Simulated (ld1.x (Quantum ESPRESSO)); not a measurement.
Before and after: TM potential for chromium (Cr)

ld1.x (Quantum ESPRESSO) 7.5 input, shortened:

```
&input
   title='Cr', zed=24., rel=1, dft='PW91', iswitch=3,
   config='[Ar] 3d5 4s0.75 4p0 4f-2'
 /
 &inputp
   pseudotype=2, tm=.true., lloc=3,
   nlcc=.true., rcore=1.00
 /
4
4S  1  0   0.75   0.00  2.50  2.50  0.0
4P  2  1   0.00   0.00  3.20  3.20  0.0
3D  3  2   5.00   0.00  1.60  1.60  0.0
4F  4  3  -2.00   0.05  3.30  3.30  0.0
 &test
   configts(1)='3d5 4s0.75 4p0'
 /
```

Change: wave 4s (bound): rc 2.50 bohr becomes 4s (bound): rc 3.30 bohr.

Cutoffs: the cutoffs (Ry, on a coarse ladder) from which the occupation-weighted sum of valence levels, in a spherical-Bessel basis at the reference potential, stays within 10 and 1 mRy of its value at 400 Ry; they do not see the model core or the augmentation charge, which bear on the density cutoff. Errors are all-electron minus pseudo energies relative to the spin-unpolarised reference configuration.

Q: How do hardness, ghosts and transferability respond?

A: The potential gets neither clearly harder nor softer (90 Ry and 100 Ry → 90 Ry and 100 Ry); of the 7 tests that both files solve, the error grows in 1 and shrinks in 5 by more than 15 % and 0.3 meV (median size 37.1 → 22.3 meV); neither file shows a bound ghost.

| quantity | base | changed |
| --- | --- | --- |
| cutoff, loose | 90 Ry | 90 Ry |
| cutoff, tight | 100 Ry | 100 Ry |
| bound ghosts | none | none |
| error for 3d5 4s1 4p0, meV [ΔE -1.19 eV] | -0.8 | -0.5 |
| error for 3d5 4s0 4p0, meV [ΔE 5.75 eV] | -13 | -11 |
| error for 3d4 4s0 4p0, meV [ΔE 21.88 eV] | -94 | -135 |
| error for 3d5 4s0.5 4p0, meV [ΔE 1.54 eV] | -1.3 | -1.0 |
| error for 3d4 4s2 4p0, meV [ΔE -1.27 eV] | -149 | -75 |
| error for 3d6 4s0 4p0, meV [ΔE 0.53 eV] | -37 | -22 |
| error for 3d3 4s0 4p0, meV [ΔE 52.72 eV] | -854 | -963 |
| s: phases at 3.59 bohr within 0.05 rad from the reference energy up to (Ry; the scan ends near 5) | 0.8 | 0.6 |
| p: phases at 3.59 bohr within 0.05 rad from the reference energy up to (Ry; the scan ends near 5) | 1.3 | 1.3 |
| d: phases at 3.59 bohr within 0.05 rad from the reference energy up to (Ry; the scan ends near 5) | 3.1 | 3.1 |
| f: phases at 3.59 bohr within 0.05 rad from the reference energy up to (Ry; the scan ends near 5) | 3.4 | 3.4 |
